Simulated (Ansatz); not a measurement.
`O[SiH](F)[SiH2][SiH3]` → `O[SiH](F)[SiH3]` + `[SiH2]` at 500 K and 1 bar (silylene loss).

Program: Ansatz. Geometries: PBE0-D4/def2-TZVP. ΔE: electronic, gas phase. CBS: MP2 limit from def2 TZ/QZ plus the TZ coupled-cluster correction, frozen cores. This one scheme is used for every species. Each species was taken in one conformer, which may not be the lowest.

| species | CCSD(T)/CBS energy (Eh) | H − E (kJ/mol) | S (J/(mol·K)) |
| --- | --- | --- | --- |
| `O[SiH](F)[SiH2][SiH3]` | -1046.52114 | 240.0 | 489.3 |
| `O[SiH](F)[SiH3]` | -756.23815 | 178.6 | 402.9 |
| `[SiH2]` | -290.19011 | 48.0 | 226.5 |

H − E and S are ideal-gas, rigid-rotor, harmonic terms from PBE0-D4/def2-TZVP, for one conformer and one mirror image of each species. 1 Eh = 2625.50 kJ/mol, R = 8.31446 J/(mol·K).

Problem. By hand: ΔE, ΔH, ΔS and ΔG.

Solution. ΔE = (-756.23815) + (-290.19011) − (-1046.52114) = 0.09288 Eh = 243.9 kJ/mol. Δ(H − E) = 178.6 + 48.0 − 240.0 = -13.4, so ΔH = 230.5 kJ/mol. ΔS = 402.9 + 226.5 − 489.3 = 140.1 J/(mol·K). ΔG = 230.5 − 500 × (140.1)/1000 = 160.4 kJ/mol.

Problem. By hand: the equilibrium constant, and the temperature at which ΔG would vanish if ΔH and ΔS stayed fixed.

Solution. log₁₀ K = −ΔG/(RT ln 10) = -16.8. ΔG = 0 at ΔH/ΔS = 1645 K.

The number of gas molecules changes by +1, which sets the sign of ΔS. A doubt of 5 kJ/mol in ΔE shifts log₁₀ K by 0.5 here. Other conformers and mirror images would add mixing entropy, several J/(mol·K) or more a flexible species. Modes under 60 cm⁻¹, often nearly free rotors, make the harmonic entropy too high. These are equilibria of isolated gas molecules and say nothing of rates. Largest T1 diagnostic: 0.014 (customary marks: 0.02 for closed shells, 0.045 for open ones).
